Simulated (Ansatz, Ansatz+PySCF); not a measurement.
```yaml
atoms:
  - { symbol: C, position_ang: [0.0000, 0.0000, -0.8958] }
  - { symbol: Cl, position_ang: [0.0000, 0.0000, 0.8958] }
```

Basis set: def2-SVP (spherical functions). Correlated methods keep 6 orbitals frozen. Correlation on ROHF uses semicanonical orbitals with singles. Charge 0, multiplicity 2.

Computed with Ansatz (development build ahead of 0.2.0); each method stands on the lowest determinant of its kind that the runs found.

Problem. Give the atomization energy at this shape (free ground-state atoms in the same class of orbitals less the molecule, no zero-point energy) of doublet CCl by ROHF-CCSD(T), ROHF-MP2, ROHF, UHF.

Solution.

```
      method  atomization energy
ROHF-CCSD(T)             3.55 eV
    ROHF-MP2             3.52 eV
        ROHF             2.09 eV
         UHF             1.99 eV
```

Caution: the shape is not the minimum.
